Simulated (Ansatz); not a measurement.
Molecule: sum formula ZnO₂H₂, charge 0, multiplicity 3. The spin state was set by rule; other spins were not relaxed. 
Structure (B3LYP-D3(BJ)/def2-TZVP (Ansatz, a quantum-chemistry and plane-wave program) minimum search):
```
O
H 1 0.9685
Zn 1 1.9921 2 115.46
O 3 1.9921 1 72.00 2 73.83
H 4 0.9685 3 115.46 1 -73.83
```
Charge 0, spin multiplicity 3.

Dipole moments at this geometry, in debye (magnitudes). The program attaches cautions to the CCSD(T)/def2-SVPD run: other roots.

| level | program | dipole (D) |
|---|---|---|
| SVWN5/def2-TZVPD | Ansatz | 2.28 |
| PBE/def2-TZVPD | Ansatz | 2.21 |
| revPBE/def2-TZVPD | Ansatz | 2.19 |
| B97M-V/def2-TZVPD | Ansatz | 2.22 |
| PBE0/def2-TZVPD | Ansatz | 2.30 |
| BHLYP/def2-TZVPD | Ansatz | 2.39 |
| r2SCANh/def2-TZVPD | Ansatz | 2.30 |
| r2SCAN0/def2-TZVPD | Ansatz | ? |
| HSE06/def2-TZVPD | Ansatz | 2.30 |
| CAM-B3LYP/def2-TZVPD | Ansatz | 2.36 |
| LC-wPBE/def2-TZVPD | Ansatz | 2.39 |
| wB97X-V/def2-TZVPD | Ansatz | 2.33 |
| CCSD(T)/def2-SVPD | Ansatz | ? |

Q: Complete the blanks.

A: 
- r2SCAN0/def2-TZVPD, dipole (D): 2.34
- CCSD(T)/def2-SVPD, dipole (D): 2.32
